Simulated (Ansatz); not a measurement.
Molecule: sum formula AlO₂BrH₂, charge 0, multiplicity 1. 
Coordinates optimised at B3LYP-D3(BJ)/def2-TZVP (Ansatz, a program for electronic structure):
```xyz
6

O      1.8693    -1.3114     0.0140
Al     0.2288    -0.9184     0.0718
O     -1.0400    -2.0179     0.2464
Br    -0.3113     1.2496    -0.0977
H      2.2323    -2.1953     0.0749
H     -0.9464    -2.9672     0.3289
```
Charge 0, spin multiplicity 1.

Total electronic energies in hartree. Correlated levels leave the core frozen unless marked. No spin-orbit coupling. The frozen core is the preceding noble-gas configuration, with the filled d and f shells of earlier blocks. No relativistic terms. Basis-set limits of correlation are two-point, X^-3; Hartree-Fock from the larger set.

```
level                                        program  energy (Eh)
------------------------------------  --------------  -----------
BLYP-D3(BJ)/def2-TZVPD                Ansatz + dftd3          ___
B3LYP-D4/def2-TZVPD                   Ansatz + dftd4          ___
PBE0-D3(BJ)/def2-TZVP                 Ansatz + dftd3          ___
LC-wPBE-D3(BJ)/def2-TZVPD             Ansatz + dftd3  -2967.98260
B2PLYP-D3(BJ)/def2-TZVPD              Ansatz + dftd3  -2967.88417
MP2/STO-3G                                    Ansatz  -2932.76121
CCSD/def2-QZVPPD                              Ansatz  -2966.35919
CCSD(T)/def2-QZVPP                            Ansatz  -2966.38941
CCSD(T)/CBS(def2-TZVPPD,def2-QZVPPD)          Ansatz   -2966.4336
```

**Question.** Some entries are withheld; supply them.

**Answer.** 
- BLYP-D3(BJ)/def2-TZVPD, energy (Eh): -2968.52039
- B3LYP-D4/def2-TZVPD, energy (Eh): -2968.56317
- PBE0-D3(BJ)/def2-TZVP, energy (Eh): -2967.93039
